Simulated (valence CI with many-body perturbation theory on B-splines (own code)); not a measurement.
Results of a calculation; reference values are marked as such.
# Nd55+ in three bases

Method: valence CI with perturbative core correlation (CI+MBPT): three valence electrons over a frozen Dirac-Fock core [He], radial functions for each j: 9 s, 9 p, 8 d, 6 f, 3 g, 1 h, with the one-electron correlation potential Σ1 (screened to all orders), the two-electron term Σ2, the three-electron term Σ3, Breit, model QED; selected single and double excitations, second order for the rest, scaled by the run's own slope (own B-spline code, finite nucleus).

The last digits are not significant, and no measured levels were compared; by estimate large intervals hold to a few tenths of a per cent, small ones and those within an open d or f shell to about a per cent.

The reference run has the lowest level (2s^2 2p1/2) J=1/2 and an ionisation energy of 11689.0 eV. Its largest variational space holds 9314 state functions.

Levels are named by their leading jj configuration (3d3/2^4 stands for four electrons in 3d with j = 3/2), which in mixed levels can hold well under half, so a name can repeat and another be missing. Letters in brackets count levels of one name in rising energy.

Changed runs:
A. basis 6 s, 6 p, 5 d, 3 f, 1 g
B. basis 5 s, 5 p, 4 d, 2 f

Excitation energies of the reference run in cm⁻¹, and shifts in cm⁻¹:

```tsv
Level	Reference	A	B
(2s 2p1/2^2) J=1/2	1550490	-87	-172
(2s^2 2p3/2) J=3/2	4599160	+19	-35
(2s 2p1/2 2p3/2) J=3/2 [a]	5680650	-162	-551
(2s 2p1/2 2p3/2) J=5/2	5962920	+52	-38
(2s 2p1/2 2p3/2) J=1/2	6412080	+36	+86
(2s 2p1/2 2p3/2) J=3/2 [b]	6420880	+111	+288
(2p1/2^2 2p3/2) J=3/2	8058970	-42	-20
(2s 2p3/2^2) J=5/2	10425200	-30	-269
(2s 2p3/2^2) J=1/2	11101100	+20	+153
(2s 2p3/2^2) J=3/2	11108700	+100	+232
(2p1/2 2p3/2^2) J=3/2	12361200	-91	-332
(2p1/2 2p3/2^2) J=5/2	12531200	+101	+172
Ionisation energy (eV)	11689.0	-0.0051	-0.058
```
